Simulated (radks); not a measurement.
The numbers below are computed, except where a source is named.
Ionisation of neutral thallium, [Hg] 6p1, to Tl+, [Hg], under several functionals. Non-relativistic Kohn-Sham, spin-polarised, spherical densities, point nucleus; open shells are filled with parallel spins first (spin-orbit coupling, left out, can overturn this in heavy ions); a radial shooting solver on a logarithmic mesh with Libxc functionals. Known Delta-SCF values: exchange-only PBE 4.941 eV; BP86 5.624 eV; AM05 5.433 eV. What does XLYP give, and what is its highest occupied eigenvalue?

Answer. 5.426 eV by Delta-SCF; the 6p eigenvalue is -2.688 eV. NIST: 6.108 eV (measured).

Beside tabulated values, note that relativity, absent from the non-relativistic runs, is large for the heavy elements.
